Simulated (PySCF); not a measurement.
```xyz
3
charge 1 multiplicity 1, angstrom
Sc    0.0000    0.0000   -0.7130
Cl    1.8420    0.0000    0.4572
Cl   -1.8420    0.0000    0.4572
```

Level of theory: PBE0/[Sc def2-TZVP, Cl def2-TZVP], no relativity, density fitting, PySCF.

This geometry of [ScCl2]+ is a stationary point at this level.

**Question.** What is the point group?

**Answer.** C2v.

**Question.** Is it a minimum?

**Answer.** Yes: all harmonic wavenumbers are real.

**Question.** List the harmonic modes with their infrared intensities.

**Answer.** 
| symmetry | ω (cm⁻¹) | IR (km/mol) |
| --- | --- | --- |
| a1 | 106 | 11.9 |
| a1 | 488 | 36.3 |
| b2 | 541 | 220 |

**Question.** What are the dipole moment and the gap between the highest occupied and lowest empty levels?

**Answer.** 6.30 D about the centre of mass and 5.74 eV.

**Question.** Give the atomic charges and bond orders.

**Answer.** 
```csv
atom,Mulliken,Löwdin,polar tensor,Mayer order to Sc1
Sc1,1.38,0.38,1.97,–
"Cl2,3",-0.19,0.31,-0.48,1.38
```

In C2v the vibrations span 2a1 + b2. Here b1 is antisymmetric to the molecular plane and b2 lies in it.

This need not be the most stable arrangement of these atoms.
